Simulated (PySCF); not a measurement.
**Polarisability and C₆ of Pt (platinum, neutral)**

[Xe] 4f14 5d9 6s1, high-spin 3D determinant. Calculation: PySCF 2.14, in aug-cc-pVTZ-PP with one added diffuse shell each of s, p, d, f, g type with ECP60MDF (7s7p6d4f3g, 113 functions); scalar relativity through the core potential. Coupled (time-dependent) response in atomic units; α is the mean over directions.

```json
{"method": "UHF", "mean α (bohr³)": "53.86", "α xx, yy, zz": "53.85, 53.85, 53.90", "C₆ (like pair)": "500.2", "S(−4)": "1861"}
{"method": "PBE", "mean α (bohr³)": "39.80", "α xx, yy, zz": "39.62, 39.62, 40.16", "C₆ (like pair)": "386.4", "S(−4)": "650.9"}
```

S(−4) is the Cauchy moment in α(ω) = α(0) + S(−4) ω² + …

Reference α: 48 ± 4 bohr³ (recommended; Schwerdtfeger and Nagle, table of static dipole polarizabilities (2023 update)). Published C₆: 470.0 (Gould and Bucko (2016)).

Spin-orbit coupling is absent.

Hartree-Fock lies above the reference because it lacks correlation, which contracts the outer shell.

α(iu) at UHF:

```
u (hartree)  α(iu) (bohr³)
          0          53.86
     0.0500          49.72
      0.100          41.27
      0.200          27.42
      0.300          19.74
      0.500          12.45
      0.750          8.385
       1.00          6.190
       1.50          3.849
       2.00          2.639
       3.00          1.458
       5.00         0.6268
```

The components differ because the open shell of this determinant is not spherical; for a pure term their mean is the scalar polarisability.

Energies and moments cover only the electrons outside the core potential. Spin-orbit coupling, absent here, splits the open shell strongly.
